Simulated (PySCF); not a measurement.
**LaSe: frontier orbitals**

TPSSh at R = 2.504 Å; basis La x2c-SVPall, Se x2c-SVPall; spin-free X2C with a Gaussian nucleus; PySCF 2.14. State: doublet, about 0.1 electrons in the 4f shell (Mulliken). Only the outer orbitals are listed, counted within each symmetry.

| spin | orbital | occ. | ε (eV) | on La (%) | main shells (%) |
| --- | --- | --- | --- | --- | --- |
| α | 17σ | 1 | -23.12 | 94 | 94 La p |
| α | 9π | 1 | -23.00 | 100 | 100 La p |
| α | 9π | 1 | -23.00 | 100 | 100 La p |
| α | 18σ | 1 | -15.63 | 9 | 91 Se s |
| α | 19σ | 1 | -5.79 | 31 | 68 Se p, 24 La d |
| α | 10π | 1 | -5.66 | 27 | 73 Se p, 24 La d |
| α | 10π | 1 | -5.66 | 27 | 73 Se p, 24 La d |
| α | 20σ | 1 | -3.86 | 99 | 74 La s, 19 La d |
| α | 4δ | 0 | -2.63 | 100 | 100 La d |
| α | 4δ | 0 | -2.63 | 100 | 100 La d |
| α | 11π | 0 | -1.94 | 90 | 53 La d, 36 La p, 10 Se p |
| β | 17σ | 1 | -22.93 | 94 | 94 La p |
| β | 9π | 1 | -22.82 | 100 | 100 La p |
| β | 9π | 1 | -22.82 | 100 | 100 La p |
| β | 18σ | 1 | -15.67 | 9 | 91 Se s |
| β | 19σ | 1 | -5.77 | 29 | 70 Se p, 21 La d |
| β | 10π | 1 | -5.66 | 24 | 75 Se p, 21 La d |
| β | 10π | 1 | -5.66 | 24 | 75 Se p, 21 La d |
| β | 20σ | 0 | -2.64 | 99 | 79 La s, 15 La d |
| β | 4δ | 0 | -2.08 | 100 | 100 La d |
| β | 4δ | 0 | -2.08 | 100 | 100 La d |

Task: Which are the highest filled and the lowest empty level, where do they sit, and how wide is the gap?

Result: Highest filled α 20σ at -3.86 eV (in %: 74 La s, 19 La d); lowest empty β 20σ at -2.64 eV (in %: 79 La s, 15 La d); the gap at TPSSh is 1.22 eV.

* bond order (Mayer): 2.43
* ⟨S²⟩: 0.753
* charge on La (Mulliken, basis-dependent): 0.34
* charge on La (Löwdin, basis-dependent): -0.02
* dipole moment (positive dipole means La(−)Se(+)): -5.84 D

Spin–orbit coupling is left out. With d or f electrons several states lie close, and the lowest PBE0 determinant need not be the measured ground state.
